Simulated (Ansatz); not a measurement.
A structure relaxed at PBE/def2-TZVP in Ansatz, charge 0, singlet:

```xyz
4

Na   -0.6223    1.7323    2.9121
Na    1.3816    0.4179    0.4211
K     1.2222   -1.7344   -3.0268
K    -1.9815   -0.4159   -0.3064
```

(1) Give its formula and point group.

(2) Summarise the bond lengths by kind (pairs closer than 1.2 times the sum of covalent radii, bridged metal pairs left out).

Results:

(1) the cluster K₂Na₂. Point group Cs (tolerance 0.1 Å).

(2) 3 × K–Na 3.54 to 4.10 Å; 1 × Na–Na 3.46 Å; 1 × K–K 4.40 Å.

The structure comes from a short search, and lower isomers may exist.
